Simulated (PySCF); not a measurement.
Compounds:

A. `FC([SiH2]/C(=C/C=O)F)(F)F`
B. SMILES FC(F)[C@@]1(F)[SiH2][C@H]1Cl
C. `O1C[C@](OC)(F)C(F)=C1`

Spectrum 1. ¹³C{¹H} NMR (computed): δ 158.1 (C), 144.6 (CH), 123.0 (C), 83.2 (CH2), 55.6 (CH3).

Spectrum 2. ¹³C{¹H} NMR (computed): δ 119.6 (CH), 89.4 (C), 41.2 (CH).

Spectrum 3. ¹³C{¹H} NMR (computed): δ 189.1 (CH), 185.9 (C), 138.2 (C), 135.0 (CH).

PySCF 2.14 calculation with GIAO PBE0/pcSseg-1 shieldings and coordinates at the GFN2-xTB level; single conformer, relativity neglected, equivalent nuclei averaged, in vacuum.

Shifts are taken against calculated references (same method and geometry level): ¹³C vs TMS. Splittings of carbon signals by F and P are missing where no couplings were computed. Shifts are as computed. Against solution values, carbons near 30 ppm lie about +3 ppm off and those near 130 ppm about +5 ppm; carbons on Cl a further +6 ppm. Of 1309 compounds with measured shifts, 239 miss one by over three times the rms of a fit or turn the order of signals round; such compounds aren't used in these exercises. Carbons bonded to Cl come out too deshielded.

Q: Match each spectrum to its structure.

A: 1–C, 2–B, 3–A.

- Spectrum 1 (C): 5 ¹³C signals; δC 144.6 is an alkene carbon bearing oxygen; δC 123.0 is an allylic fully substituted sp3 carbon bonded to F and O.
- Spectrum 2 (B): 3 ¹³C signals; δC 119.6 is an sp3 CH bonded to 2 F; δC 89.4 is a three-membered-ring carbon.
- Spectrum 3 (A): 4 ¹³C signals; δC 189.1 is an aldehyde carbonyl carbon; δC 185.9 is a β carbon of a C=C–C=O unit.
